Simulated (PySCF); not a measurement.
# ¹⁵N chemical shifts

Theoretical values (PySCF 2.14.0 with density-fitted response routines): GFN2-xTB geometry, shielding tensors at PBE0/pcSseg-1 (GIAO). One conformer, no relativistic terms, no solvent, one averaged value for each set of equivalent atoms.

Shieldings were converted by a linear fit to measured shifts: ¹⁵N (scatter 6.3 ppm rms vs CH3NO2, solution or neat liquid). A few per cent of atoms miss by over 2 rms, more outside the fitted compound classes.

Q: Give the ¹⁵N shifts of `CC[SiH2]N[SiH2]c1ccco1`, `N#Cc1[nH]cnc1Cl`.

A: 
```csv
compound,environment,δ (ppm)
CC[SiH2]N[SiH2]c1ccco1,"nitrogen bonded to 2 Si, H",-393.8
[N:1]#[C:2][c:3]1[nH:4][cH:5][n:6][c:7]1[Cl:8],N1: nitrile nitrogen,-81.9
[N:1]#[C:2][c:3]1[nH:4][cH:5][n:6][c:7]1[Cl:8],N6: pyridine-type nitrogen of an azole,-109.6
[N:1]#[C:2][c:3]1[nH:4][cH:5][n:6][c:7]1[Cl:8],N4: pyrrole-type ring nitrogen,-224.5
```

Q: Order these by ¹⁵N shift, lowest first.
A. CC(=O)NC1=C(C[SiH3])C[SiH2]1
B. CN[SiH2][Si]([SiH3])([SiH3])O[SiH3]
C. O[SiH2][Si@H]([SiH3])N([SiH3])C[SiH3]
D. N[Si@H](O[SiH2]C[SiH3])[SiH2][SiH3]
E. N#CC1=C[Si@@H](O[SiH3])C=C1

A: C (-408.4 ppm, nitrogen bonded to C, 2 Si), B (-385.4 ppm, nitrogen bonded to C, Si, H), D (-363.9 ppm, nitrogen bonded to Si, 2 H), A (-247.7 ppm, amide-type nitrogen), E (-95.9 ppm, nitrile nitrogen).
